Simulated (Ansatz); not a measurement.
Species: SnCl₂ (charge 0, triplet). This is an excited triplet: at this geometry the singlet lies 2.51 eV lower at RI-MP2/CBS(def2-TZVPPD,def2-QZVPPD)+[CCSD(T)-MP2]/def2-TZVPPD. 
Geometry from a B3LYP-D3(BJ)/def2-TZVP (Ansatz, an electronic-structure program) optimisation:
```
Sn
Cl 1 2.3820
Cl 1 2.3820 2 119.10
```
Charge 0, spin multiplicity 3.

Basis-set convergence of Hartree-Fock and CCSD correlation energies (hartree) with Ansatz. Correlated levels leave the core frozen unless marked. Open shells are spin-unrestricted. No spin-orbit coupling. The frozen core is the preceding noble-gas configuration, with the filled d and f shells of earlier blocks. Past Kr the def2 sets carry scalar-relativistic core potentials.

```json
[
 {"basis": "def2-SVPD", "functions": "86", "E(HF)": "-1132.10969", "E(corr, CCSD)": "-0.36650"},
 {"basis": "def2-TZVPPD", "functions": "158", "E(HF)": "(withheld)", "E(corr, CCSD)": "(withheld)"}
]
```

What belongs in the gaps?


- def2-TZVPPD, E(HF): -1132.41927
- def2-TZVPPD, E(corr, CCSD): -0.47414
